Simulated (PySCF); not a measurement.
Be(SH)(SMe) (CH4BeS2), SMILES C[S][Be][SH].

The structure is a stationary point at PBE0-D3(BJ)/def2-SVP. Other conformers were not sampled.

Level of theory: C-PCM-ωB97X/def2-SVP in PySCF.

The values are the electrostatic part of the solvation free energy, E(continuum) − E(gas) at the gas-phase geometry, in a cavity of scaled van der Waals radii (PySCF's table); cavitation and dispersion terms are not included. A continuum can't describe solvent molecules that bind to the metal. In vacuum the orbital gap is 10.97 eV. The dipole moment in vacuum is 1.89 D.

| solvent | ε | ΔG(elec) (kcal/mol) | dipole (D) | gap (eV) |
|---|---|---|---|---|
| water | 78.36 | -7.5 | 2.40 | 11.26 |
| toluene | 2.37 | -4.1 | 2.16 | 11.13 |
| methanol | 32.61 | -7.3 | 2.39 | 11.25 |
